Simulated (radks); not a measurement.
Neutral thulium inside a hard spherical wall (all orbitals vanish at R), configuration held at [Xe] 4f13 6s2 and not refilled when levels cross. Method: scalar-relativistic Kohn-Sham, PBE, spin-polarised, spherical densities, finite nucleus; open shells are filled with parallel spins first (spin-orbit coupling, left out, can overturn this in heavy ions); Fermi nuclear charge, rms radius 5.2256 fm; computed with a radial shooting solver on a logarithmic mesh with Libxc functionals. Eigenvalues in eV for spin up, with the zero of energy where the potential of the charges vanishes at infinity; a dash marks a level that is unbound or too diffuse for the functional's potential to be trusted. A positive occupied level is held by the wall or, in an anion where self-interaction has pushed it up, behind a barrier. The pressure on the wall is -dE/dV.

R (bohr)  E (hartree)  kinetic (hartree)    e(5s)    e(5p)   e(6s)   e(4f)  e(6p, empty)  e(5d, empty)  pressure (GPa)
free      -13566.0133          14742.048  -53.569  -27.052  -3.887  -3.471             -             -               0
15        -13566.0133          14742.048  -53.567  -27.050  -3.886  -3.469        -1.108        -0.809        0.000138
10        -13566.0112          14742.067  -53.427  -26.911  -3.775  -3.332        -0.779        -0.642          0.0479
8         -13565.9989          14742.147  -52.965  -26.455  -3.359  -2.880         0.069        -0.160           0.499
7         -13565.9762          14742.265  -52.409  -25.910  -2.767  -2.333         1.136         0.427            1.67
6         -13565.9174          14742.527  -51.429  -24.962  -1.493  -1.359         3.276         1.514            5.99
5         -13565.7560          14743.157  -49.701  -23.318   1.450   0.407         7.904         3.602            24.6
2         -13547.3272          14806.727    1.713   33.981  172.74  58.329        209.95        82.987           23800
